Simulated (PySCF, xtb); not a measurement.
BrHMgO, SMILES [Mg]([Br])[OH].

GFN2-xTB in xtb 6.7.1 at its own geometry gives an orbital gap of 2.81 eV and a dipole moment of 5.60 D.

Geometry optimised at B3LYP-D3(BJ)/def2-TZVP. The values are those of a single conformer.

Q: What does CAM-B3LYP/def2-TZVPD (PySCF) give? (An estimate is asked for; the answer gives what the named calculation found.)

A: gap 8.72 eV (levels -9.56 and -0.84 eV), dipole 1.96 D.
